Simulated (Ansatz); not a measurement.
Two structures of AlH2Br, closed shell, reached by relaxing down either side of one saddle point (PBE0-D4/def2-TZVP). Energies are electronic, without zero-point energy. Ansatz 0.2.0; basis: def2-TZVPP and def2-QZVPP; cores frozen in the correlated methods. Filled d shells of the heavier atoms are correlated. The def2 sets are not built for correlating such inner shells, so the correlated values are less sure here. Extrapolation: Hartree–Fock as exp(−7.88 √X), correlation as X^−2.97. First:

Al1  (-0.175, 0.043, -0.086)
Br2  (1.804, -0.439, 0.885)
H3  (-0.321, -0.249, -1.628)
H4  (-1.308, 0.645, 0.829)
(Å)

Second:

```json
{"atom": "Al1", "x (Å)": "-1.0629", "y (Å)": "0.4499", "z (Å)": "0.3394"}
{"atom": "Br2", "x (Å)": "2.4336", "y (Å)": "-1.0311", "z (Å)": "-0.7820"}
{"atom": "H3", "x (Å)": "1.1450", "y (Å)": "-0.4858", "z (Å)": "-0.3709"}
{"atom": "H4", "x (Å)": "-2.5157", "y (Å)": "1.0671", "z (Å)": "0.8135"}
```

Problem. Which bonds change from the first to the second?

Solution. AlH₂Br ([AlH2][Br]) → AlH + HBr; bonds formed: Br2–H3; bonds broken: Al1–Br2, Al1–H3.

Problem. Give the saddle point's structure and its height above each. (To be estimated.)

Solution. The calculation gives: 3.062 eV above the first and 0.235 eV above the second (CCSD(T) at an estimated basis limit (MP2 extrapolated from triple and quadruple zeta, plus CCSD(T) − MP2 in triple zeta)).
```
4
angstrom
Al -0.9389 0.2512 -0.3566
Br 1.7104 -0.5520 0.2257
H 0.5645 -0.4215 -1.0005
H -1.3360 0.7224 1.1314
```

The T1 diagnostic stays at or below 0.012. The restricted Hartree–Fock reference is unstable towards an unrestricted one at one or more of these structures.

Labels in which every atom is bracketed show which atoms are joined, not bond orders.

For scale, one of the runs: CCSD(T)/def2-TZVPP, 118 basis functions, launched by `ansatz run in.yaml --threads 2 --pin off --events-out ev --progress --plain --max-ram 4352MiB`. Hardware: 2 CPU threads of an Intel Xeon Platinum 8559C, shared host. Wall time about 4.1 s.
